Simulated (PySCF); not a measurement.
## YSCl: fields on a plane

All numbers come from PBE0 in PySCF with Y def2-TZVP with ECP28, S def2-TZVP, Cl def2-TZVP; scalar-relativistic core potentials, no spin–orbit coupling; density-fitted integrals.

The singlet minimum has Y–Cl 2.456 Å, Y–S 2.287 Å; Cl–Y–S 118.2°.

The plane holds Y1 at (0.00, 0.00), S2 at (2.29, 0.00), Cl3 at (-1.16, 2.16) Å. Columns run from x = -3.15 to 4.65 Å, rows from y = 4.35 (top) to -1.95 Å, in steps of 0.3 Å. Other isomers or separated fragments may lie lower. Core electrons replaced by a potential are absent, the electrostatic potential uses the reduced nuclear charge, and values within about 0.7 Å of such atoms have no physical meaning.

Problem. Give the electrostatic potential (V) (cut at 20 V). Lower edges of the bins (V): '0' -1.79, '1' -1.66, '2' -1.46, '3' -1.13, '4' -0.62, '5' 0.19, '6' 1.48, '7' 3.52, '8' 6.75, '9' 11.88; top 20.0.

Solution. 
```
443333333333333333333334444
443333333333333333333333344
433333333333333333333333333
333344554433333333333333333
333457777543333333333333333
334579999754333332222233333
334699999974333322222222333
334799999975443321111122233
444699999976544321000011223
444689999976655321110001122
444568999888776434443100112
444556788999987566776410012
555556789999998789998631012
555567799999998899999852011
556667899999999999999962011
556677899999999999999963112
566677899999998899999852112
666677889999998789998642112
666677789999987666776421122
666667788888876544443211223
666667777887776543222222233
666666777777766543222222333
```

Problem. Give the electron density (e/Å³) (cut at 5 e/Å³). Lower edges of the bins (e/Å³): '0' 0.000, '1' 0.030, '2' 0.076, '3' 0.151, '4' 0.268, '5' 0.455, '6' 0.750, '7' 1.218, '8' 1.960, '9' 3.136; top 5.00.

Solution. 
```
000000000000000000000000000
000000000000000000000000000
000001111000000000000000000
000112332210000000000000000
000134554321000000000000000
001346776532100000000000000
002467897642100000000000000
012468999753100000000000000
012468998753110000000000000
002357887643111111111000000
001245666543211222322110000
001134455554333344443210000
000112345677644456665421000
000011246899865567876532000
000001257933975679997542100
000001257933975679997542100
000001246899865567876531000
000000124677644456665421000
000000012344333344443210000
000000001111112223322110000
000000000000001111111000000
000000000000000000000000000
```
